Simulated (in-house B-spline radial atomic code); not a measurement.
## Ionising Sr V (Sr4+) with different functionals

Computed with a radial B-spline atomic code at the basis-set limit: non-relativistic Hamiltonian, point nucleus, spin-polarised at highest spin, spherical fractional occupations for the functionals, the average over the highest-spin determinants for Hartree-Fock. The ionisation energy is the difference of two self-consistent energies, [Ar] 3d10 4s2 4p4 → [Ar] 3d10 4s2 4p3, without Breit or QED terms; ε is the level of the shell that loses the electron (its least bound occupied spin orbital). There is no spin-orbit coupling in this Hamiltonian.

Hybrids are left out here: with spherical fractional occupations of an open shell their exact exchange keeps a self-interaction that integer-occupation calculations don't have.

```tsv
method	rung	ΔSCF (eV)	-ε(4p) (eV)
Hartree-Fock	Hartree-Fock	?	?
LDA VWN5	LDA	70.45	63.43
LDA PW92	LDA	70.45	63.43
LDA exchange-only	LDA	68.32	61.47
PBE	GGA	69.92	63.01
PBEsol	GGA	69.93	63.04
BLYP	GGA	70.00	62.95
RPBE	GGA	69.73	62.90
PW91	GGA	70.06	63.14
BP86	GGA	70.16	63.21
AM05	GGA	69.94	63.05
OLYP	GGA	69.59	62.86
TPSS	meta-GGA	?	?
SCAN	meta-GGA	69.72	63.09
r2SCAN	meta-GGA	69.66	63.07
M06-L	meta-GGA	69.42	62.59
revTPSS	meta-GGA	69.77	63.02
```

Problem. What does TPSS give?

Solution. ΔSCF 69.83 eV, and -ε(4p) = 63.05 eV.

Problem. What does Hartree-Fock give?

Solution. ΔSCF 68.50 eV, and -ε(4p) = 69.06 eV.

Problem. How do they compare with the NIST value?

Solution. NIST lists 70.7 eV ± 0.6 (semi-empirical, ground level to ground level). Errors run from -2.38 to -0.25 eV; LDA PW92 is closest (-0.25 eV), though others lie within the uncertainty of it, and part of that can be cancellation, since the calculations leave out relativity, Breit-QED terms, multiplet and fine-structure energies. Hartree-Fock also lacks correlation.
